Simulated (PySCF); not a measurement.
**Correlation energy of Te (tellurium, neutral)**

[Kr] 4d10 5s2 5p3 6s1, high-spin 5S determinant (an excited configuration). Calculation: PySCF 2.14, in aug-cc-pVTZ-PP with ECP28MDF (6s5p4d2f, 55 functions); scalar relativity through the core potential. Frozen: 4s2 4p6 4d10; 6 electrons correlated.

```tsv
level	correlation energy (mhartree)
CCSD	-88.15
(T)	-3.40
CCSD(T)	-91.55
```

Diagnostics: T1 = 0.011, D1 = 0.0385, largest double amplitude 0.038.

Question: Is a single reference adequate?

Answer: Yes, within this model without spin-orbit coupling: T1 lies below 0.03 and no double amplitude reaches 0.07.
